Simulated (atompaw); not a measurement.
## Building the PAW (atompaw) potential for bismuth (PBE, scalar-relativistic).

```
Element                 : Bi
Generator               : atompaw 4.2.0.5
Type                    : PAW
Functional              : PBE
Relativity              : scalar-relativistic
Frozen core             : [Xe] 4f14
Valence charge          : 15
Reference configuration : 5d10 6s2 6p3
Partial waves           : 6s (bound): rc 1.16 bohr; 6s channel at 4.05 Ry: rc 2.00 bohr; 6p (bound): rc 2.00 bohr; 6p channel at 2.55 Ry: rc 2.00 bohr; 5d (bound): rc 2.00 bohr; 5d channel at -1.35 Ry: rc 2.00 bohr
Local potential         : ultrasoft scheme with l = 3 at 0 Ry, radius 1.95 bohr
Core correction         : smooth core density matched at 1.30 bohr
Augmentation charge     : besselshape compensation charge, radius 1.45 bohr; PAW radius 2.00 bohr; waves and projectors: custom rrkj gramschmidtortho
```

* Cutoffs needed: 40 Ry and 70 Ry (the cutoffs (Ry, on a coarse ladder) from which the occupation-weighted sum of valence levels, in a spherical-Bessel basis at the reference potential, stays within 10 and 1 mRy of its value at 400 Ry)
* Ghost test: ghost state, extra bound levels that the all-electron valence spectrum of the same l lacks: s at -441.1 eV; a true bound ghost makes a file unfit for plane-wave use (spherical-Bessel basis up to 400 Ry, 20 bohr box)
* Lowest eigenvalue of the overlap operator: 0.01 (s channel)
* Overlap eigenvalues printed by atompaw (projector basis): 0.00377, 0.00532, 0.552, 1.03, 6.49, 8.91
* Share of each valence orbital outside the PAW sphere: 6s 55 %, 6p 83 %, 5d 7 %
